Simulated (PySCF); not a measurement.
## Structure elucidation problem

The spectra below were simulated for a compound C$_{5}$H$_{8}$O$_{2}$.

1H NMR (400 MHz, computed): δ 5.19 (s, 1H), 4.49 (br s, 1H), 2.37 (s, 3H), 2.03 (s, 3H).

13C{1H} NMR (computed): δ 196.2 (C), 178.6 (C), 101.4 (CH), 32.8 (CH3), 22.1 (CH3).

PySCF 2.14.0 with density-fitted response routines calculation with couplings computed with B3LYP/pcJ-1 (without the spin–dipole term), geometry: PBE0-D3(BJ)/def2-SVP and shieldings: GIAO PBE0/pcSseg-1; single conformer, non-relativistic Hamiltonian, averaged over atoms made equivalent by symmetry, fast rotation or ring inversion, gas phase.

Scale: TMS for 1H (σref 31.27) and 13C (σref 184.41) (reference shieldings calculated alike).

Problem. Which of these isomers gave the spectra?
A. CC(=O)/C=C(\C)O
B. O=C1CCOCC1
C. C=COC(=O)CC
D. C1OCC12COC2
E. CC(=O)/C=C(/C)O
F. CC(=O)CC(C)=O

Solution. A. 

- The formula gives 2 degrees of unsaturation (no ring in the answer).
- 5 carbon signals for 5 carbons: no two carbons are equivalent.
- Carbon types of the structure: 2 × C, 1 × CH, 2 × CH3, leaving 1 H on heteroatoms.
- δC 196.2: ketone carbonyl carbon; low-lying n→π* states of the double bond to the heteroatom give a large paramagnetic term (-258 ppm).
- δC 178.6: alkene carbon bearing oxygen; an sp2 carbon further deshielded by the attached heteroatom.
- δC 101.4: β carbon of an enol-ether or enamine type C=C; the O or N lone pair pushes π density onto this β carbon and shields it.
- δC 32.8: methyl carbon α to a carbonyl; α to the electron-withdrawing carbonyl group.
- δH 2.37: hydrogen on an allylic methyl carbon; allylic position.

The others: CC(=O)CC(C)=O would give 3 carbon signals, not 5; O=C1CCOCC1 would give 3 carbon signals, not 5; C1OCC12COC2 would give 2 carbon signals, not 5; C=COC(=O)CC would give 5 signals for carbon-bound and other non-exchanging H, not 3; CC(=O)/C=C(/C)O has carbons computed at 204.1, 187.7, 100.7, 29.3, 23.6.

The OH or NH signal is concentration- and solvent-dependent in practice; the value given is the gas-phase one. Shifts are as computed. Against solution values, carbons near 30 ppm lie about +2 ppm off and those near 130 ppm about +5 ppm. Of 1211 compounds with measured shifts, 218 miss one by over three times the rms of a fit or turn the order of signals round; such compounds aren't used in these exercises.
